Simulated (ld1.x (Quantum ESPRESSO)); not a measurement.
# Plane-wave convergence, RRKJ potential for bismuth (Bi)

bismuth, norm-conserving RRKJ (Kleinman–Bylander form), made with ld1.x (Quantum ESPRESSO) 7.5 (PBE, non-relativistic). Core [Xe] 4f14 5d10, reference 6s2 6p3. Waves: 6p (bound): rc 2.20 bohr; 6s (bound): rc 1.95 bohr. Local part: the s channel. Core correction: none. rho0 = 0.01.

The pseudo-atom Hamiltonian at the reference potential is diagonalised in spherical Bessel functions j_l(qr) that vanish at 20 bohr, with q² up to the cutoff. All-electron valence levels (Ry): 6p -0.3483, 6s -0.8344.

Question: How do the lowest levels (Ry) of each channel move with the cutoff, and are there ghosts?

Answer:

```
cutoff (Ry)     p #1     s #1    d #1    f #1  Σ f·Δε (mRy)
          8  -0.3358  -0.8183  0.0300  0.1074          69.6
         12  -0.3463  -0.8202  0.0291  0.1074          34.3
         18  -0.3482  -0.8296  0.0283  0.1074           9.8
         30  -0.3483  -0.8330  0.0283  0.1074           2.9
         40  -0.3483  -0.8339  0.0282  0.1074           0.9
         50  -0.3483  -0.8342  0.0282  0.1074           0.3
        400  -0.3483  -0.8344  0.0282  0.1074           0.0
```

Result: no extra level below or beside the all-electron valence levels (p, s, d, f tested); 10 mRy is reached at 18 Ry and 1 mRy at 40 Ry.
